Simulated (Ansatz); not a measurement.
Ansatz (an electronic-structure program) input (r2SCAN/def2-TZVPD):

Ansatz 0.2 input:
```yaml
crystal:
  periodic: [false, false, false]
  atoms:
    - {symbol: Si, position_ang: [0.53290561, 0.03118693, 0.63429072]}
    - {symbol: Cl, position_ang: [0.31743609, 1.97994518, -0.04389869]}
    - {symbol: Cl, position_ang: [2.09307401, -0.87215456, -0.37493135]}
    - {symbol: O, position_ang: [-0.82840609, -0.78918747, 0.34053030]}
    - {symbol: Si, position_ang: [-2.38117415, -0.76194177, -0.23521936]}
    - {symbol: H, position_ang: [-3.14880489, 0.28876598, 0.46538688]}
    - {symbol: H, position_ang: [-2.96963826, -2.08891924, 0.03060614]}
    - {symbol: H, position_ang: [-2.35722053, -0.48821953, -1.68712403]}
basis:
  gaussian:
    orbitals: def2-TZVPD
hamiltonian:
  xc: {name: r2SCAN}
magnetization: {spin_polarized: true, initial_magnetization: 1}
output: {forces: true}
```

Output:

```
Functional definition: r2SCAN
integrals: 0.26 GiB planned
1447 factors; their error is unknown
mean field: 1.79 GiB planned
mean field evaluation 1: about -42892.5905 eV, gradient 4.3e1 eV
mean field evaluation 2: about -42853.9157 eV, gradient 1.0e2 eV
mean field evaluation 4: about -42898.5579 eV, gradient 5.4e0 eV
mean field evaluation 8: about -42898.6746 eV, gradient 1.8e-1 eV
mean field evaluation 16: about -42898.6582 eV, gradient 2.4e-4 eV
mean field -42898.65822467 eV, -1576.4966120016 hartree, gradient 2.1e-5 eV, S^2 0.753112; 0 other end points of the search recorded, 0 dependent functions left out
the calculation of the forces begins
reference -42898.65825582 eV, -1576.4966131466 hartree; 37, 36 occupied and 208, 209 virtual orbitals, 1447 factors
Total energy: -42898.65825582 eV, -1576.4966131466 hartree
Atom 0 at     0.532906     0.031187     0.634291 Å, force     0.020227     0.062571    -0.218808 eV/Å
Atom 1 at     0.317436     1.979945    -0.043899 Å, force     0.032514    -0.183409     0.072182 eV/Å
Atom 2 at     2.093074    -0.872155    -0.374931 Å, force    -0.147870     0.093429     0.110443 eV/Å
Atom 3 at    -0.828406    -0.789187     0.340530 Å, force     0.037877     0.004388     0.011228 eV/Å
Atom 4 at    -2.381174    -0.761942    -0.235219 Å, force     0.126557     0.020441     0.050634 eV/Å
Atom 5 at    -3.148805     0.288766     0.465387 Å, force    -0.041373     0.047974     0.032328 eV/Å
Atom 6 at    -2.969638    -2.088919     0.030606 Å, force    -0.024265    -0.055308     0.010420 eV/Å
Atom 7 at    -2.357221    -0.488220    -1.687124 Å, force    -0.003667     0.009915    -0.068427 eV/Å
Dipole moment:    -0.281270    -0.089068     0.076858 e Å
```

It need not be the lowest isomer of its formula.
